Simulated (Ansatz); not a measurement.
`CN[SiH2][AsH2]` + H₂O → `O[SiH2][AsH2]` + CH₃NH₂  (formal hydrolysis of the Si–N bond)

Calculated with Ansatz (gas phase, PBE0-D4/def2-TZVP geometries, no zero-point term in ΔE). CCSD(T)/CBS is the MP2 limit (def2-TZVPP, def2-QZVPP) plus CCSD(T) − MP2 in def2-TZVPP, frozen cores. This one scheme is used for every species. Functionals use def2-TZVPP. B3LYP here is the variant with VWN-RPA as its local correlation; programs differ in this. For As outer-core shells are correlated without core-valence functions, which leaves a few kJ/mol of doubt a bond. Scalar relativity is left out up to krypton. Each species was taken in one conformer, which may not be the lowest.

CCSD(T)/CBS gives -8.1 kcal/mol.

(1) Another level gave -8.7 kcal/mol. Which?
A. B3LYP-D4/def2-TZVPP
B. revPBE-D4/def2-TZVPP
C. BLYP/def2-TZVPP
D. HF/def2-TZVPP

Largest T1 diagnostic among the species: 0.011.

## Answers

(1) A. B3LYP-D4 -8.7, revPBE-D4 -7.1, HF/def2-TZVPP -11.9, BLYP -10.8 kcal/mol.

In def2-TZVPP, CCSD(T) changes the Hartree–Fock value by +3.4 kcal/mol (the triples alone add +0.5 kcal/mol) and MP2 by +3.9 kcal/mol. The D4 term adds +1.8 kcal/mol with B3LYP and +1.1 kcal/mol with PBE0; it sums over pairs of atoms, weighted by their polarisabilities, and B3LYP, whose exchange is more repulsive, gets the larger term. Leaving LDA and LC-ωPBE aside and taking each functional with its dispersion term where it has one, the values, not all of them listed here, spread over 2.8 kcal/mol, from B97M-V to revPBE-D4. LDA lies +1.6 kcal/mol from PBE without D4.

CCSD(T)/CBS has its own doubt, a few kJ/mol and more with outer-core shells, so smaller differences from it don't rank the levels.
